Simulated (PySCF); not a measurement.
Radial density of F⁺ (fluorine, charge +1)

UHF, [He] 2s2 2p4, high-spin 3P determinant. All numbers are calculated (PySCF 2.14, the spin-free X2C one-electron Hamiltonian (Gaussian nucleus), in aug-cc-pVDZ-DK).

```csv
r (bohr),4πr²ρ (e/bohr),4πr²(ρα − ρβ)
0.00373,0.07800,0.0001
0.00628,0.2095,0.0002
0.0106,0.5375,0.0006
0.0178,1.322,0.0015
0.0299,2.987,0.0038
0.0503,5.852,0.0100
0.0846,8.982,0.0325
0.142,9.320,0.1399
0.239,5.691,0.5331
0.402,4.112,1.3713
0.677,5.934,2.0231
1.14,3.892,1.2223
1.92,0.7039,0.1906
3.22,0.02472,0.0068
5.42,5.758e-05,0.0001
```

Densities and radii are taken from the X2C orbitals without a picture-change correction, which distorts them close to the nucleus.
